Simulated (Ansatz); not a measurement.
All values below come from Ansatz (a first-principles code) with PBE0-D3(BJ)/def2-TZVP. No frequencies were computed at this level.

Ansatz 0.2 input:
```yaml
crystal:
  periodic: [false, false, false]
  atoms:
    - { symbol: Cl, position_ang: [-1.789147, -1.008316, -1.071728] }
    - { symbol: Sn, position_ang: [0.000295, -0.000029, -0.000981] }
    - { symbol: Cl, position_ang: [-0.32725, 2.292725, 0.05876] }
    - { symbol: Cl, position_ang: [1.954834, -0.472061, -1.149668] }
    - { symbol: Cl, position_ang: [0.161267, -0.812319, 2.163617] }
basis:
  gaussian: { orbitals: def2-tzvp }
hamiltonian:
  xc: pbe0
  dispersion: d3bj
relax:
  max_steps: 150
```

Output:

```
Functional definition: PBE0
1533 factors; their error is unknown
mean field evaluation 1: about -55910.7243 eV, gradient 2.5e1 eV
mean field evaluation 2: about -55909.7049 eV, gradient 3.5e1 eV
mean field evaluation 4: about -55912.1820 eV, gradient 7.6e-1 eV
mean field evaluation 8: about -55912.4126 eV, gradient 2.0e-1 eV
mean field -55912.41262190 eV, -2054.7432650605 hartree, gradient 4.4e-5 eV, S^2 0.000000; 0 other end points of the search recorded, 0 dependent functions left out
reference -55912.41265465 eV, -2054.7432662637 hartree; 45, 45 occupied and 153, 153 virtual orbitals, 1533 factors
relax step   1: F+E_penalty+E_count = -55912.62292781 eV  Δ(F+E_penalty+E_count) = +0.000e0 eV  max|allowed force component| = 4.768e-1 eV/Å  Δτ_max = 0.0000 Å  (24 SCF iters, accepted)
these checks for a lower state are left out or cut short: starts, cluster_reference, orbital_swaps, neighbouring_geometries, increment
1533 factors; their error is unknown
mean field evaluation 16: about -55912.1977 eV, gradient 4.1e0 eV
mean field -55912.43424655 eV, -2054.7440597515 hartree, gradient 2.7e-5 eV, S^2 0.000000; 0 other end points of the search recorded, 0 dependent functions left out
reference -55912.43427907 eV, -2054.7440609467 hartree; 45, 45 occupied and 153, 153 virtual orbitals, 1533 factors
relax step   2: F+E_penalty+E_count = -55912.64886783 eV  Δ(F+E_penalty+E_count) = -2.594e-2 eV  max|allowed force component| = 1.564e-1 eV/Å  Δτ_max = 0.0384 Å  (27 SCF iters, accepted)
these checks for a lower state are left out or cut short: starts, cluster_reference, orbital_swaps, neighbouring_geometries, increment
1533 factors; their error is unknown
mean field -55912.43799690 eV, -2054.7441975744 hartree, gradient 8.4e-6 eV, S^2 0.000000; 0 other end points of the search recorded, 0 dependent functions left out
reference -55912.43802947 eV, -2054.7441987715 hartree; 45, 45 occupied and 153, 153 virtual orbitals, 1533 factors
relax step   3: F+E_penalty+E_count = -55912.65161837 eV  Δ(F+E_penalty+E_count) = -2.751e-3 eV  max|allowed force component| = 1.350e-3 eV/Å  Δτ_max = 0.0091 Å  (28 SCF iters, accepted)
1533 factors; their error is unknown
mean field evaluation 32: about -55910.8356 eV, gradient 2.5e1 eV
mean field -55912.43799690 eV, -2054.7441975744 hartree, gradient 8.4e-6 eV, S^2 0.000000; 1 other end points of the search recorded, 0 dependent functions left out
reference -55912.43802947 eV, -2054.7441987715 hartree; 45, 45 occupied and 153, 153 virtual orbitals, 1533 factors
Total energy: -55912.65165095 eV, -2054.7520492159 hartree
Atom 0 at    -1.766544    -0.995550    -1.058489 Å, force     0.000656     0.000366     0.000374 eV/Å
Atom 1 at     0.000007    -0.000002    -0.000023 Å, force    -0.000232     0.000046     0.000750 eV/Å
Atom 2 at    -0.323041     2.263742     0.057694 Å, force     0.000151    -0.001025    -0.000045 eV/Å
Atom 3 at     1.930238    -0.466050    -1.135404 Å, force    -0.000482     0.000116     0.000271 eV/Å
Atom 4 at     0.159339    -0.802141     2.136221 Å, force    -0.000093     0.000497    -0.001350 eV/Å
Dipole moment:     0.000020    -0.000004    -0.000065 e Å
```

Cost: around 50 core-seconds (rough).
